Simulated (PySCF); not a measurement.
hydrogen sulfate (HO4S), SMILES S(=O)(=O)([O-])O, charge -1. Atoms are numbered in the order given.

```xyz
6

O      1.4349    -0.2715    -0.5528
S     -0.1513     0.0272     0.0290
O      0.0635     0.0045     1.5075
O     -0.9438    -1.1019    -0.5110
O     -0.4965     1.3538    -0.5341
H      1.9569    -0.3144     0.2593
```
Charge -1, spin multiplicity 1.

Geometry optimised at B3LYP-D3(BJ)/def2-SVPD. Other conformers were not sampled.

Method: PySCF with HF/def2-SVPD.

Gas-phase values at a fixed geometry.

```
Property                                                           Value
------------------------------------------------  ----------------------
total energy                                          -697.20151 hartree
highest occupied level                                          -7.07 eV
lowest empty level                                               5.63 eV
orbital gap                                                     12.71 eV
dipole moment about the centre of nuclear charge               0.550 e·Å
mean static polarisability                          37.4 bohr³ (5.54 Å³)
polarisability, principal values                  36.5, 36.6, 39.0 bohr³
```
